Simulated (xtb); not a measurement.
prop-1-ynylboronic acid (C3H5BO2), SMILES CC#CB(O)O. All values are semi-empirical tight-binding results from xtb (GFN2-xTB unless named), good for trends rather than for accurate numbers. Geometry optimised at GFN2-xTB. The values are those of a single conformer.

Optimised geometry:

```xyz
11

C     -2.9821     0.3504     0.2495
C     -1.5499     0.1971     0.1271
C     -0.3563     0.0757     0.0186
B      1.1571    -0.1142    -0.1049
O      1.9184     0.9130    -0.5372
O      1.7744    -1.2928     0.2100
H     -3.3253    -0.0793     1.1906
H     -3.4799    -0.1611    -0.5743
H     -3.2484     1.4064     0.2226
H      2.8510     0.7005    -0.5804
H      1.2041    -1.9961     0.5122
```

A frequency run showed that this geometry is not a minimum.

Computed properties:
* **orbital gap**: 5.35 eV
* **dipole moment**: 1.84 D
* **static polarisability (D4 model)**: 55.2 bohr³
* **solvation energy, GFN2-xTB/ALPB(water)**: -8.6 kcal/mol
* **solvation energy, GFN2-xTB/ALPB(hexane)**: -4.9 kcal/mol

Computed IR lines (harmonic; lines under 4 % of the strongest left out, lines within 3 cm⁻¹ merged):
ν (cm⁻¹): 533 (w), 557 (w), 625 (s), 945 (m), 951 (m), 1058 (m), 1248 (vs), 1320 (s), 2344 (m), 3001 (w), 3004 (w), 3012 (w) (against the strongest line: vs over 80 %, s over 45 %, m over 15 %, w over 4 %, vw less)

Q: Give the atomic charges and the Wiberg bond orders between heavy atoms. (An estimate is asked for; the answer gives what the named calculation found.)

A: charges (e) C1 -0.09, C2 -0.03, C3 -0.15, B4 0.44, O5 -0.46, O6 -0.49, H7 0.05, H8 0.06, H9 0.06, H10 0.31, H11 0.29. Bond orders C1–C2 1.07, C2–C3 2.81, C3–B4 1.00, B4–O5 1.19, B4–O6 1.13.
